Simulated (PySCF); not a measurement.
**Kr⁺: excitation energy**

Kr⁺ [Ar] 3d10 4s2 4p5 (2P) → Kr⁺ [Ar] 3d10 4s2 4p4 5s1 (4P), as a difference of total energies. Calculation: PySCF 2.14, in aug-cc-pwCVDZ-PP with ECP10MDF; scalar relativity through the core potential. Correlated levels: valence: 3s2 3p6 3d10 frozen; valence and next inner shell: nothing frozen outside the core potential. The calculations carry no spin-orbit coupling.

```json
{"method": "UHF", "excitation energy (cm⁻¹)": "108250"}
{"method": "LDA", "excitation energy (cm⁻¹)": "111750"}
{"method": "PBE", "excitation energy (cm⁻¹)": "110680"}
{"method": "PBE0", "excitation energy (cm⁻¹)": "112090"}
{"method": "r2SCAN", "excitation energy (cm⁻¹)": "114460"}
{"method": "M06-2X", "excitation energy (cm⁻¹)": "111960"}
{"method": "M06", "excitation energy (cm⁻¹)": "113730"}
{"method": "MP2 (valence)", "excitation energy (cm⁻¹)": "109960"}
{"method": "SCS-MP2 (valence)", "excitation energy (cm⁻¹)": "110730"}
{"method": "MP2 (valence and next inner shell)", "excitation energy (cm⁻¹)": "110320"}
{"method": "SCS-MP2 (valence and next inner shell)", "excitation energy (cm⁻¹)": "110930"}
```

Task: Estimate what PBEsol gives.

Result: 111160 cm⁻¹, closest to SCS-MP2 (valence and next inner shell) among the rows shown.

Task: Estimate what wB97X-V gives.

Result: 114920 cm⁻¹, closest to r2SCAN among the rows shown.

Errors of the correlated levels include the incompleteness of this basis and the frozen core.

For comparison: 112590 cm⁻¹ (measured; NIST levels, between the centres of gravity of the two terms).
